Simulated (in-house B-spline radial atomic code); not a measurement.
Radial electron density of the boron ion B³⁺, 1s2. Level of theory: non-relativistic LDA VWN5, spin-polarised, spherical fractional occupations, point nucleus; calculated with a radial B-spline atomic code at the basis-set limit.

Columns: r (bohr), 4πr²n(r) (electrons per bohr), bar.

```
  0.0118   0.1067 #
  0.0133   0.1335 #
   0.015    0.167 #
   0.017   0.2103 ##
  0.0191   0.2599 ##
  0.0216   0.3243 ###
  0.0244   0.4024 ####
  0.0275   0.4956 ####
   0.031   0.6082 #####
   0.035   0.7451 #######
  0.0394   0.9039 ########
  0.0445    1.096 ##########
  0.0502    1.318 ############
  0.0566    1.573 ##############
  0.0639    1.866 #################
   0.072    2.187 ####################
  0.0813    2.545 #######################
  0.0917    2.924 ##########################
   0.103    3.304 ##############################
   0.117     3.72 #################################
   0.132    4.094 #####################################
   0.148    4.411 #######################################
   0.167     4.68 ##########################################
   0.189    4.859 ###########################################
   0.213    4.914 ############################################
    0.24    4.838 ###########################################
   0.271    4.615 #########################################
   0.306     4.25 ######################################
   0.345    3.771 ##################################
   0.389    3.205 #############################
   0.439    2.591 #######################
   0.495    1.988 ##################
   0.558    1.436 #############
    0.63   0.9645 #########
    0.71   0.6036 #####
   0.801    0.345 ###
   0.904   0.1784 ##
    1.02  0.08276 #
    1.15  0.03411
```

On this grid the curve has 1 maximum, near 0.213 bohr.

The 1s up radial function P(r) = rR(r), positive near the nucleus:

```csv
r (bohr),P
0.004,0.08141
0.00509,0.103
0.00648,0.1303
0.00824,0.1642
0.0105,0.2069
0.0133,0.2584
0.017,0.3242
0.0216,0.4027
0.0275,0.4978
0.035,0.6104
0.0445,0.7403
0.0566,0.8869
0.072,1.046
0.0917,1.209
0.117,1.364
0.148,1.485
0.189,1.559
0.24,1.555
0.306,1.458
0.389,1.266
0.495,0.9969
0.63,0.6945
0.801,0.4153
1.02,0.2034
```
